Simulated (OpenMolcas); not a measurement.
Te2+: effect of the active space

```yaml
Program: OpenMolcas 26.06
Method: XMS-CASPT2 or its RAS form, IPEA 0.25 Eh, imaginary shift 0.1 Eh
Basis: ANO-RCC-VTZP
Scalar_Hamiltonian: DKH2, point nucleus
Spin-orbit_coupling: state interaction with AMFI integrals over the reference wave functions, term energies averaged over their components
```

A. 2 electrons in 3 orbitals (5p); 2S+1 = 3 even, 3 roots; 2S+1 = 1 even, 6 roots; closed shells correlated: 4d 5s; CASPT2 step of the order of 0.9 core-seconds
B. 4 electrons in 9 orbitals (RAS2 5s 5p; RAS3 5d, at most 2 electrons); 2S+1 = 3 even, 6 roots; 2S+1 = 1 even, 12 roots; 2S+1 = 5 odd, 1 root; 2S+1 = 3 odd, 8 roots; 2S+1 = 1 odd, 8 roots; closed shells correlated: 4d; CASPT2 step of the order of 13 core-seconds

Energies in eV above 5s² 5p² ³P₀, the measured ground level; measured values from the list in Zhang, Palmeri, Quinet and Biemont, Astron. Astrophys. 551, A136 (2013).

| Level | A | B | Measured |
| --- | --- | --- | --- |
| 5s² 5p² ³P₀ | 0.0000 | 0.0000 | 0.0000 |
| 5s² 5p² ³P₁ | 0.513 | 0.502 | 0.5898 |
| 5s² 5p² ³P₂ | 0.913 | 0.906 | 1.0126 |
| 5s² 5p² ¹D₂ | 2.000 | 2.011 | 2.1523 |
| 5s² 5p² ¹S₀ | 3.666 | 3.742 | 3.7689 |

Deviations, from unrounded energies. A percentage is the sum of absolute deviations over the sum of measured energies, with the sign that they share, or ± where signs differ.

| Against measurement | Levels | A | B |
| --- | --- | --- | --- |
| mean absolute deviation (cm-1) | 4 | 870 | 730 |
| fine structure of the ground term (%) | 2 | -11.0 | -12.1 |
| other terms of the ground configuration (%) | 2 | -4.3 | -2.8 |

B lies closest to measurement on these levels. The largest miss of B in the table is 5s² 5p² ¹D₂, by -1100 cm-1. The ranking rests on the paired levels alone, and a cruder setting can come out closer through cancelling errors.

The two smallest mean deviations differ by little beside CASPT2's spread within terms, so their order carries little weight.

Between A and B the level of the table that moves most is 5s² 5p² ¹S₀, by 610 cm-1 (lowest in A, highest in B). Moves below CASPT2's spread within the term are not significant.

CASPT2 does not keep the components of a term degenerate, so their means are used; among the terms shown or strongly mixed into the levels shown the widest spread is 650 cm-1 (5s² 5p² ¹D, A). With the s shell closed, the reference lacks s² → p² mixing (holds for A). The run also gave levels led by 5s 5p² 5d, 5s² 5p 5d, which use shells meant for correlation; these and all levels above them are left out (holds for B). Computed and measured levels are paired by configuration, term and J; levels that our copy of the source lacks, or whose pairing is in doubt (as where it misses far off the trend of its configuration), stay unpaired and out of the deviations. Levels of configurations outside the active space are missing. Levels that lie high or do not pair safely by name in every column are left out.
